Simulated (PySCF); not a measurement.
## How methods differ on the excitation energy of Eu⁺

Eu⁺ [Xe] 4f7 6s1 (9S) → Eu⁺ [Xe] 4f6 6s2 (7F), as a difference of total energies. Calculation: PySCF 2.14, in Sapporo-DKH3-DZP-2012 (9s7p6d4f1g, 97 functions); the spin-free X2C one-electron Hamiltonian (Gaussian nucleus). Correlated levels: valence: [Kr] 4d10 frozen. The calculations carry no spin-orbit coupling.

```json
{"method": "UHF", "excitation energy (eV)": "3.496"}
{"method": "MP2 (valence)", "excitation energy (eV)": "4.454"}
{"method": "SCS-MP2 (valence)", "excitation energy (eV)": "3.426"}
{"method": "CCSD (valence)", "excitation energy (eV)": "4.089"}
{"method": "CCSD(T) (valence)", "excitation energy (eV)": "4.110"}
```

Q: How much does correlation contribute at CCSD(T) (valence)?

A: 4.110 − (3.496) = 0.614 eV, measured against UHF.

A first-order spin-orbit estimate (lowest level to lowest level, LS coupling) adds -0.390 eV.

The coupled-cluster amplitudes are large for the upper state (T1 above 0.03 or a double amplitude above 0.15), so a single reference is strained.
